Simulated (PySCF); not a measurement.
Compound: C6H11S (doublet state).
Structure used (GFN2-xTB), in Å, numbered top down from 1:
```
atom  x, y, z in Å
C1    -1.7167   -0.3222    1.5570
C2    -1.5891   -0.1789    0.1942
C3    -2.6632    0.1049   -0.6178
C4    -0.2176   -0.2925   -0.4276
C5     0.4459    1.0805   -0.4506
S6     2.0664    1.0835   -1.2845
C7     3.0669    0.1935   -0.0584
H8    -2.6730   -0.2237    2.0381
H9    -0.8713   -0.5451    2.1826
H10   -3.6511    0.2221   -0.2108
H11   -2.5499    0.2121   -1.6808
H12   -0.2955   -0.6655   -1.4499
H13    0.3938   -0.9884    0.1493
H14    0.5864    1.4691    0.5591
H15   -0.1610    1.7852   -1.0189
H16    2.7801   -0.8537   -0.0276
H17    4.0991    0.2806   -0.3805
H18    2.9409    0.6584    0.9153
```

The hyperfine couplings belong to this conformer and change with its torsions.

Identity: `[CH2]C(=C)CCSC` [radical].

Theory: UKS B3LYP, pcH-1 on C H S, non-relativistic, mean-field spin-orbit, GIAO (PySCF 2.14.0). Isolated species at its GFN2-xTB geometry (one conformer only). Couplings are sensitive to structure, and on GFN2-xTB geometries they can be far from those on DFT ones. Stability of the SCF solution: not tested. ⟨S²⟩ is 0.777 where a pure state has 0.75.

**Question.** What is the g tensor, term by term?

**Answer.** 
| Δg (ppm) | 1 | 2 | 3 |
| --- | --- | --- | --- |
| relativistic mass correction | -135 | -135 | -135 |
| gauge correction | 3 | 31 | 36 |
| orbital Zeeman/spin–orbit | 18 | 583 | 597 |
| total | -114 | 480 | 498 |

So g = 2.00221, 2.00280, 2.00282 and g_iso = 2.00261; the tensor is close to axial: the two nearest values differ by 3 % of g3 − g1. 

**Question.** What effective moment and Curie constant follow for a powder?

**Answer.** With the mean of g² = 4.0104 and S(S+1) = 0.75: μ_eff = √(⟨g²⟩S(S+1)) = 1.734 μB and χT = 0.12505·⟨g²⟩·S(S+1) = 0.376 cm³ K/mol (cgs; spin-Hamiltonian part alone).

**Question.** At 33.991 GHz, how far is the centre of the isotropic spectrum from where a free electron (g = 2.002319) resonates?

**Answer.** B = hν/(g μB) with μB/h = 13.99624 MHz/mT gives 1212.88 mT for the free electron and 1212.71 mT at g_iso, 0.17 mT lower.

**Question.** Average each term over the three axes. Which is largest in size?

**Answer.** The orbital-Zeeman/spin–orbit term 399, the mass correction -135 and the gauge correction 24 ppm, for a total of 288 ppm. The orbital-Zeeman/spin–orbit term is the largest in size. The mass correction is the same along every axis, so the anisotropy comes from the other two: their spans along these axes are 33 (gauge) and 579 ppm (orbital Zeeman/spin–orbit).

**Question.** In a frozen sample, at which fields do the three g values resonate at 9.5, 34, 94 and 263 GHz (hyperfine left aside), and which band first spreads them over more than twice a line width of 0.5 mT?

**Answer.** 
```tsv
band	GHz	B(g3) mT	B(g2) mT	B(g1) mT	spread mT
X	9.5	338.90	338.90	339.00	0.10
Q	34.0	1212.90	1212.91	1213.27	0.37
W	94.0	3353.32	3353.35	3354.34	1.02
J	263.0	9382.16	9382.25	9385.03	2.87
```

The spread grows in proportion to the frequency. W band is the first where it exceeds 1.0 mT.

Largest spin populations (Mulliken): C3 (+0.69), C1 (+0.69) and C2 (-0.27). The positive populations add up to 1.40 and the negative ones to -0.40, together 2S = 1. The angles at C3 add up to 360.0°, so it is planar; its axial dipolar tensor and the negative couplings of its protons fit spin in a p orbital normal to that plane.

The HOMO–LUMO gaps are 6.09 eV among the α and 3.62 eV among the β orbitals.
